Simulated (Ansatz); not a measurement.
`[SiH3][O][Mg][Cl]` and `[OH][Mg][Cl]` differ in one atom or group.

Ansatz, PBE0-D4/def2-TZVP geometries, multiplicity 1. Each molecule was computed in one conformer, which needn't be the lowest.

| property | `[SiH3][O][Mg][Cl]` |
| --- | --- |
| HOMO–LUMO gap (PBE/def2-TZVPP) / eV | 4.43 |
| size of the dipole moment (PBE/def2-TZVPP) / D | 0.01 |
| HOMO–LUMO gap (PBE0/def2-TZVPP) / eV | 6.60 |
| size of the dipole moment (ωB97M-V/def2-TZVPP) / D | 0.11 |
| LUMO energy (PBE0/def2-TZVPP) / eV | -1.70 |
| HOMO energy (ωB97M-V/def2-TZVPP) / eV | -10.63 |

(1) What does the change do to each property? (An estimate is asked.)

Results:

(1) Computed: 
```csv
property,`[OH][Mg][Cl]`,shift
HOMO–LUMO gap (PBE/def2-TZVPP) / eV,4.56,0.13
size of the dipole moment (PBE/def2-TZVPP) / D,1.97,1.96
HOMO–LUMO gap (PBE0/def2-TZVPP) / eV,6.94,0.34
size of the dipole moment (ωB97M-V/def2-TZVPP) / D,2.07,1.96
LUMO energy (PBE0/def2-TZVPP) / eV,-1.39,0.31
HOMO energy (ωB97M-V/def2-TZVPP) / eV,-10.87,-0.24
```

Dipoles are sizes alone; their direction can turn.
